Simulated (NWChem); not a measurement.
C2H6GeO; SMILES C[C](=O)[GeH3]

```xyz
10

C     -1.1095     1.8308     0.1803
C      0.0605     0.9930    -0.2577
O      1.0611     1.4646    -0.7358
Ge    -0.0120    -1.0113    -0.0516
H     -1.3121     1.6610     1.2506
H     -2.0169     1.5203    -0.3635
H     -0.9043     2.8953    -0.0022
H      0.1641    -1.6291    -1.4472
H      1.1654    -1.4299     0.8420
H     -1.3353    -1.5016     0.5700
```
Atoms are numbered in this order, from 1.

All runs: NWChem. STO-3G and 3-21G are far too small for this property and stand as cheap habits. The geometry was optimised at PBE0/def2-SVP. GIAO values for the isolated, static molecule; σ is the absolute isotropic shielding, δ = σ(reference) − σ with the isolated reference molecule computed at the same levels (13C: tetramethylsilane, 1H: tetramethylsilane, 17O: water).

For level Hartree-Fock/STO-3G:

| Property | Result |
|---|---|
| δ C1 (ppm) | 32.3 |
| δ C2 (ppm) | 170.5 |
| δ O3 (ppm) | 808.0 |
| σ Ge4 (ppm) | 2422.2 |
| δ H5 (rotor mean) (ppm) | 2.42 |
| δ H8 (rotor mean) (ppm) | 1.79 |

How do the values read with level LDA (Slater exchange, VWN5)/pcSseg-1 instead?

The δ C1 (ppm) is 46.5. The δ C2 (ppm) comes out as 239.8 and the δ O3 (ppm) is 840.6. The σ Ge4 (ppm) is 1565.5. The δ H5 (rotor mean) (ppm) comes out as 2.52 and the δ H8 (rotor mean) (ppm) is 4.33.
